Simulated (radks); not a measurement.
Values are calculated unless marked as measured or tabulated.
Excited configurations of Al II: one electron is placed in a higher orbital outside [Ne] 3s1. The ground configuration is [Ne] 3s2. Level of theory: Dirac Kohn-Sham, LDA (Slater exchange, Perdew-Wang correlation), spin-unpolarised, spherical densities, finite nucleus; open shells are shared between the two j in proportion to 2j + 1; Fermi nuclear charge, rms radius 3.061 fm (a radial shooting solver on a logarithmic mesh with Libxc functionals). Excitation = E - E(ground); binding = E(ion) - E, where the ion is the core of charge +2; n* = 2/sqrt(2 binding) in atomic units, and the quantum defect is n - n*. Eigenvalue and <r> are those of j = l + 1/2.

| outer orbital | excitation (eV) | binding (eV) | n* | quantum defect | <r> (bohr) |
|---|---|---|---|---|---|
| 3d | 12.227 | 7.143 | 2.760 | 0.240 | 4.272 |
| 4s | 11.840 | 7.531 | 2.688 | 1.312 | 5.587 |
| 5s | 15.246 | 4.124 | 3.633 | 1.367 | 10.25 |
| 5p | 15.895 | 3.475 | 3.957 | 1.043 | 11.73 |
| 5d | 16.763 | 2.607 | 4.569 | 0.431 | 14.85 |

The Delta-SCF ionisation energy is 19.370 eV (NIST Atomic Spectra Database: 18.829 eV, measured). Self-interaction in the functional shifts the binding energies and quantum defects, so they are the method's values and not measured ones. Spin polarisation and multiplet splitting are left out, so open shells lie too high by an amount that depends on their filling.

Beside tabulated values, note that spin-unpolarised runs miss the spin-polarisation part of the exchange energy of open shells.
